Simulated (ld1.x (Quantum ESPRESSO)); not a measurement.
Logarithmic derivatives: hydrogen, PAW

```
Element                 : H
Generator               : ld1.x (Quantum ESPRESSO) 7.5
Type                    : PAW
Functional              : LDA (PZ)
Relativity              : fully relativistic
Frozen core             : none
Valence charge          : 1
Reference configuration : 1s1
Partial waves           : 1s (bound): rcut 0.95, rcutus 1.25 bohr; 1s channel at 0.3 Ry: rcut 0.95, rcutus 1.25 bohr; 2p channel at -0.1 Ry: rc 1.10 bohr
Local potential         : the p channel
Core correction         : none
Augmentation charge     : BESSEL, radius 0.90 bohr
```

Open shells are filled in proportion to 2j + 1 (rel_dist='average').

The phase is arctan(r·u′/u) with u = r·R(r), unwrapped; energies in Ry, scanned from -2 to 5 Ry. A pole is an energy at which the radial function vanishes at the test radius. The pseudo phase is shifted by a multiple of π to meet the all-electron one at the reference energy, and phase errors are pseudo minus all-electron; the curves can meet again beyond the range given. Levels narrower than the energy grid can be missing from the lists of poles.

| channel | radius (bohr) | reference energy (Ry) | poles, all-electron | poles, pseudo | unbroken range about the reference energy with phases within 0.05 rad | phase error 1 Ry above the reference energy (rad) |
| --- | --- | --- | --- | --- | --- | --- |
| s | 1.36 | -0.47 | 2.16 | 2.16 | the whole range | -0.000 |
| p1/2 | 1.36 | -0.10 | none | none | the whole range | +0.000 |
| p3/2 | 1.36 | -0.10 | none | none | the whole range | +0.000 |

Phases in the s channel:

```json
{"E (Ry)": "-2.00", "all-electron": "0.867", "pseudo": "0.867"}
{"E (Ry)": "-1.76", "all-electron": "0.790", "pseudo": "0.790"}
{"E (Ry)": "-1.52", "all-electron": "0.690", "pseudo": "0.690"}
{"E (Ry)": "-1.28", "all-electron": "0.557", "pseudo": "0.557"}
{"E (Ry)": "-1.04", "all-electron": "0.381", "pseudo": "0.381"}
{"E (Ry)": "-0.80", "all-electron": "0.149", "pseudo": "0.149"}
{"E (Ry)": "-0.56", "all-electron": "-0.132", "pseudo": "-0.132"}
{"E (Ry)": "-0.32", "all-electron": "-0.431", "pseudo": "-0.431"}
{"E (Ry)": "-0.08", "all-electron": "-0.700", "pseudo": "-0.700"}
{"E (Ry)": "0.16", "all-electron": "-0.916", "pseudo": "-0.916"}
{"E (Ry)": "0.40", "all-electron": "-1.080", "pseudo": "-1.080"}
{"E (Ry)": "0.64", "all-electron": "-1.203", "pseudo": "-1.203"}
{"E (Ry)": "0.88", "all-electron": "-1.298", "pseudo": "-1.298"}
{"E (Ry)": "1.12", "all-electron": "-1.372", "pseudo": "-1.372"}
{"E (Ry)": "1.36", "all-electron": "-1.432", "pseudo": "-1.432"}
{"E (Ry)": "1.60", "all-electron": "-1.481", "pseudo": "-1.481"}
{"E (Ry)": "1.84", "all-electron": "-1.523", "pseudo": "-1.523"}
{"E (Ry)": "2.08", "all-electron": "-1.560", "pseudo": "-1.559"}
{"E (Ry)": "2.32", "all-electron": "-1.592", "pseudo": "-1.591"}
{"E (Ry)": "2.56", "all-electron": "-1.621", "pseudo": "-1.621"}
{"E (Ry)": "2.80", "all-electron": "-1.648", "pseudo": "-1.647"}
{"E (Ry)": "3.04", "all-electron": "-1.673", "pseudo": "-1.672"}
{"E (Ry)": "3.28", "all-electron": "-1.697", "pseudo": "-1.696"}
{"E (Ry)": "3.52", "all-electron": "-1.720", "pseudo": "-1.719"}
{"E (Ry)": "3.76", "all-electron": "-1.743", "pseudo": "-1.741"}
{"E (Ry)": "4.00", "all-electron": "-1.766", "pseudo": "-1.764"}
{"E (Ry)": "4.24", "all-electron": "-1.789", "pseudo": "-1.786"}
{"E (Ry)": "4.48", "all-electron": "-1.813", "pseudo": "-1.809"}
{"E (Ry)": "4.72", "all-electron": "-1.838", "pseudo": "-1.833"}
{"E (Ry)": "4.96", "all-electron": "-1.864", "pseudo": "-1.858"}
```
